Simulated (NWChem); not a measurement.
Molecule: C3H3O3, doublet; SMILES O1[CH]COC1=O

```xyz
9

O     -0.0391    -1.9982     0.0243
C     -0.0150    -0.8160     0.0039
O      1.1251    -0.0626     0.0275
C      0.8023     1.2545    -0.0904
C     -0.6829     1.3581    -0.0101
O     -1.0817    -0.0021    -0.0450
H      1.5458     1.9712     0.2552
H     -1.0519     1.8246     0.9243
H     -1.1437     1.8954    -0.8576
```
Atoms are numbered in this order, from 1.

All runs: NWChem. Pople sets run with spherical d functions. Spin-unrestricted. Structure relaxed at the PBE0/def2-SVP, spin-unrestricted level. Not confirmed as a minimum by frequencies. No stability test was run on the SCF state. Atomic charges in e: unrestrained fits to the electrostatic potential beside Mulliken populations; buried atoms are poorly determined by the fit.

Problem. Estimate the computed values for UHF/6-31G*. Quantities: ESP O1; Mulliken O1; ESP C2; Mulliken C2; ESP O3; Mulliken O3; ESP C4; Mulliken C4; ESP C5; Mulliken C5; relative RMS misfit of the potential (%).

Solution. ESP O1: -0.63
Mulliken O1: -0.55
ESP C2: 1.05
Mulliken C2: 1.10
ESP O3: -0.38
Mulliken O3: -0.61
ESP C4: -0.10
Mulliken C4: 0.10
ESP C5: 0.41
Mulliken C5: -0.04
relative RMS misfit of the potential (%): 17
